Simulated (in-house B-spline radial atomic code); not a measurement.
A fraction x of an electron is removed from 5p in the xenon ion Xe⁴⁺, starting from [Kr] 4d10 5s2 5p2 and keeping the highest spin. Level of theory: non-relativistic AM05, spin-polarised, spherical fractional occupations, point nucleus; calculated with an all-electron radial atomic-structure program (B-spline basis).

```json
{"x": "0", "E(x) - E(0) (eV)": "0.0000", "5p up level (eV)": "-48.459"}
{"x": "0.02", "E(x) - E(0) (eV)": "0.9713", "5p up level (eV)": "-48.675"}
{"x": "0.16", "E(x) - E(0) (eV)": "7.8918", "5p up level (eV)": "-50.190"}
{"x": "0.36", "E(x) - E(0) (eV)": "18.1468", "5p up level (eV)": "-52.362"}
{"x": "0.44", "E(x) - E(0) (eV)": "22.3706", "5p up level (eV)": "-53.234"}
{"x": "0.5", "E(x) - E(0) (eV)": "25.5843", "5p up level (eV)": "-53.889"}
{"x": "0.56", "E(x) - E(0) (eV)": "28.8373", "5p up level (eV)": "-54.544"}
{"x": "0.63", "E(x) - E(0) (eV)": "32.6822", "5p up level (eV)": "-55.310"}
{"x": "0.77", "E(x) - E(0) (eV)": "40.5329", "5p up level (eV)": "-56.844"}
{"x": "0.96", "E(x) - E(0) (eV)": "51.5312", "5p up level (eV)": "-58.929"}
{"x": "1", "E(x) - E(0) (eV)": "53.8972", "5p up level (eV)": "-59.369"}
```

The exact functional would give a straight line between the two integer points. Deviations E(x) - E(0) - x[E(1) - E(0)], in eV: -0.107 at x = 0.02, -0.732 at x = 0.16, -1.256 at x = 0.36, -1.344 at x = 0.44, -1.364 at x = 0.5, -1.345 at x = 0.56, -1.273 at x = 0.63, -0.968 at x = 0.77, -0.21 at x = 0.96.

The curve lies below the straight line by up to 1.364 eV (at x = 0.5): convex, the delocalisation error that favours fractional charges.

Task: How well does Slater's transition state (minus the level at half occupation) give the ionisation energy?

Result: It gives 53.889 eV against 53.897 eV from the two total energies; NIST lists 54.10 eV, ground level to ground level.
